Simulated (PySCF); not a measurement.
germylsilane anion (GeH6Si), SMILES [SiH3][GeH3] (connectivity only; charge and spin as stated), charge -1, multiplicity 2.

Geometry: PBE0-D3(BJ)/def2-SVPD. The spin state was assumed, not searched.

The numbers are results of PBE0-D3(BJ)/def2-SVPD (PySCF 2.14.0), not measurements.

Frequencies are harmonic and unscaled.

Computed normal modes with their intensities:
```
mode  ν (cm⁻¹)  IR (km/mol)  moving atoms (share of kinetic energy)
----  --------  -----------  --------------------------------------
1          149          3.8                                  H 99 %
2          189          0.3                        Si 64 %, Ge 28 %
3          219         41.1                                  H 98 %
4          264         20.4                                  H 98 %
5          459          0.7                         H 85 %, Si 11 %
6          504          5.9                         H 87 %, Si 10 %
7          787        527.3                                  H 96 %
8          853         35.8                                  H 96 %
9          856         39.6                                  H 99 %
10         875         61.9                                  H 98 %
11         926        170.6                                  H 96 %
12         942         18.0                                  H 99 %
13        1662       1538.2                                  H 99 %
14        1798        385.6                                  H 97 %
15        1963        241.0                                  H 99 %
16        1969        264.6                                  H 98 %
17        2072        153.3                                  H 98 %
18        2080        278.2                                  H 96 %
```
